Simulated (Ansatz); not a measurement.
An input meant for CdCl₂ (charge 0, singlet; atoms displaced at random, 0.03 Å in each coordinate).

```yaml
crystal:
  periodic: [false, false, false]
  atoms:
    - {symbol: Cd, position_ang: [-0.009526, -0.007647, 0.060915]}
    - {symbol: Cl, position_ang: [0.030054, -0.040553, 2.224081]}
    - {symbol: Cl, position_ang: [0.002174, 0.024459, -2.246319]}
basis:
  gaussian: {orbitals: def2-SVPD}
magnetization: {spin_polarized: true, initial_magnetization: 0}
hamiltonian: {xc: {name: HF}}
correlation: {method: mp2, frozen_orbitals: {Cd: 9}}
scf: {lower_state_search: off}
output: {forces: true}
```

```sh
$ ansatz run in.yaml --threads 4 --pin off --events-out ev --progress --plain --max-ram 3916MiB
```

It prints (some lines left out):

```
Functional definition: HF
Error: "frozen_orbitals" has no count for Cl
```

Task: Something in this input is off. What?

Result: Frozen orbitals are typed for one element alone, and the program wants a count for each (the count typed has to fit that element's core, too). The program refused the input.
